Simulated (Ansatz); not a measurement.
Cost and result up the ladder for `c1csc(-c2cnc(-c3cnc(-c4cnc(-c5cnc(-c6cncs6)s5)s4)s3)s2)n1` (38 atoms). The state is a singlet with charge 0. Geometry: r2SCAN-D4/def2-SVP.

```xyz
38

C     5.101   -8.067   -2.989
C     5.257   -7.180   -4.031
S     4.428   -5.713   -3.676
C     3.926   -6.405   -2.137
C     3.114   -5.685   -1.190
C     2.671   -6.150    0.044
N     1.918   -5.299    0.770
C     1.743   -4.153    0.146
C     0.979   -3.064    0.691
C     0.328   -3.051    1.922
N    -0.333   -1.921    2.237
C    -0.230   -1.016    1.284
C    -0.839    0.284    1.359
C    -1.606    0.774    2.412
N    -2.081    2.028    2.269
C    -1.713    2.562    1.122
C    -2.068    3.885    0.695
C    -1.754    4.569   -0.475
N    -2.243    5.821   -0.587
C    -2.947    6.155    0.478
C    -3.585    7.440    0.625
C    -3.564    8.485   -0.289
N    -4.242    9.604    0.074
C    -4.791    9.459    1.248
S    -4.516    7.917    2.011
S    -3.045    4.907    1.707
S    -0.722    1.499    0.122
S     0.726   -1.539   -0.101
S     2.530   -4.067   -1.428
N     4.359   -7.630   -1.938
H     5.530   -9.072   -2.967
H     5.803   -7.311   -4.965
H     2.914   -7.148    0.416
H     0.346   -3.905    2.603
H    -1.820    0.188    3.308
H    -1.147    4.148   -1.281
H    -3.040    8.428   -1.245
H    -5.388   10.222    1.755
```

Ansatz on 2 threads of AMD EPYC 7R13 on a shared host and a share (18 GiB) of an NVIDIA H100 80GB HBM3. Times are rough, and most runs start from the orbitals of an earlier one. PBE0-D4/def2-TZVP serves as the yardstick here, not as an exact answer. Differences are given only for rows in sets of like size (and for xTB, whose basis is part of the method), since another set adds its own error. Binding counts from free atoms at the same level (C triplet, S triplet, N quartet, H doublet; other spins of the atoms weren't run), without zero-point energy or a counterpoise term.

Single mean-field runs in def2-SVP, def2-TZVP are fitted with def2-universal-jkfit.

```tsv
level	functions	wall time	binding energy per atom (eV)	difference from PBE0-D4/def2-TZVP (eV)
PBE-D4/def2-SVP	484	5.5 s	5.50	–
PBE0-D4/def2-TZVP	1014	6 s	5.22	0.00
PBE0-D4/def2-SVP	484	6 s	5.29	–
PBE-D4/def2-TZVP	1014	8 s	5.43	0.20
r2SCAN-D4/def2-TZVP (with forces)	1014	10 s	5.16	-0.07
```
